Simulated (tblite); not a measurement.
C4H10OSi (charge +1 and doublet state).
Atom-mapped SMILES: `[CH2+:1][C:2]([CH2:3][CH3:4])[O:5][SiH3:6]` (hydrogens: H7, H8 on C1; H9, H10 on C3; H11, H12, H13 on C4; H14, H15, H16 on Si6)

Computed with GFN2-xTB (tblite), gas phase: L-BFGS steps from a force-field or distance-geometry start until the largest atomic force falls under 0.01 eV/Å.

Step 5: E = -517.0968 eV
```
atom  x, y, z in Å  |  force x, y, z in eV/Å
C1     -0.6218    1.9468    0.5393   -0.017  -0.189   0.358
C2     -0.0766    0.6829    0.6098    0.391   0.193  -0.606
C3     -0.9082   -0.5444    0.5354   -0.051  -0.006   0.014
C4     -1.4709   -0.9266   -0.8499   -0.010  -0.025   0.063
O5      1.2358    0.5844    0.6374   -0.268   0.157  -0.176
Si6     2.4195   -0.3121   -0.0980    0.155  -0.101  -0.043
H7     -0.0058    2.8222    0.6525    0.089   0.036  -0.093
H8     -1.6800    2.0992    0.4239   -0.064  -0.055  -0.007
H9     -1.7605   -0.3605    1.1797   -0.361  -0.063   0.202
H10    -0.3425   -1.3824    0.9296    0.095  -0.151   0.052
H11    -2.0827   -0.1397   -1.2800    0.039   0.083   0.044
H12    -0.6691   -1.1648   -1.5439    0.090   0.060   0.023
H13    -2.0966   -1.8154   -0.7430    0.113   0.166   0.053
H14     2.3926    0.2987   -1.4398    0.000   0.093  -0.024
H15     1.9683   -1.6819   -0.1340   -0.077  -0.411  -0.060
H16     3.6908   -0.0976    0.5695   -0.124   0.216   0.201
```

Step 6: E = -517.1345 eV
```
atom  x, y, z in Å  |  force x, y, z in eV/Å
C1     -0.6240    1.9424    0.5626   -0.012  -0.077   0.108
C2     -0.0731    0.6767    0.6044    0.258   0.323  -0.514
C3     -0.9144   -0.5472    0.5491    0.067   0.107  -0.165
C4     -1.4659   -0.9193   -0.8463   -0.049  -0.069   0.042
O5      1.2380    0.5884    0.5909   -0.338   0.078  -0.036
Si6     2.4261   -0.3328   -0.1066    0.257  -0.016   0.067
H7     -0.0004    2.8225    0.6450   -0.038  -0.111  -0.041
H8     -1.6842    2.0933    0.4184    0.101  -0.069   0.118
H9     -1.7768   -0.3597    1.1811   -0.201  -0.114   0.209
H10    -0.3313   -1.3818    0.9257   -0.034  -0.163   0.124
H11    -2.0814   -0.1347   -1.2797    0.092   0.059   0.094
H12    -0.6657   -1.1611   -1.5418    0.088   0.090   0.059
H13    -2.0912   -1.8072   -0.7380    0.082   0.130   0.027
H14     2.3864    0.3072   -1.4316    0.068   0.046  -0.098
H15     1.9618   -1.7017   -0.1379   -0.009  -0.330  -0.046
H16     3.6885   -0.0761    0.5932   -0.333   0.116   0.052
```

Q: Estimate the geometry and energy of step 7. (The exact step hangs on the optimiser's Hessian estimate; all steps are aligned on step 6, rigid shifts and turns removed.)

A: E = -517.1541 eV, largest force 0.377 eV/Å
```
atom  x, y, z in Å  |  force x, y, z in eV/Å
C1     -0.6257    1.9405    0.5773   -0.003   0.018  -0.100
C2     -0.0687    0.6769    0.5901    0.014   0.222  -0.287
C3     -0.9171   -0.5475    0.5546    0.088   0.126  -0.167
C4     -1.4633   -0.9157   -0.8438   -0.023  -0.041   0.019
O5      1.2366    0.5920    0.5671   -0.162  -0.014  -0.048
Si6     2.4323   -0.3442   -0.1105    0.154  -0.013   0.073
H7      0.0019    2.8211    0.6402   -0.085  -0.135   0.008
H8     -1.6851    2.0889    0.4177    0.131  -0.063   0.184
H9     -1.7883   -0.3615    1.1852    0.021  -0.124   0.116
H10    -0.3265   -1.3839    0.9256   -0.129  -0.069   0.123
H11    -2.0791   -0.1309   -1.2778    0.105   0.049   0.104
H12    -0.6624   -1.1575   -1.5395    0.072   0.100   0.079
H13    -2.0874   -1.8012   -0.7348    0.026   0.054   0.011
H14     2.3844    0.3124   -1.4290    0.101  -0.006  -0.092
H15     1.9584   -1.7178   -0.1409    0.060  -0.174  -0.035
H16     3.6824   -0.0626    0.6071   -0.370   0.070   0.012
```

The energy changes by -0.0195 eV. The first-order estimate −F·Δx gives -0.0282 eV and the mean of the old and new forces, exact on a quadratic surface, -0.0195 eV. The step makes an angle of 58° with the force vector and moves no atom by more than 0.024 Å.

The cost below is that of the whole relaxation. On one thread, Intel Xeon at 2.50 GHz (x86_64), no GPU, shared host, this took 1.1 s.
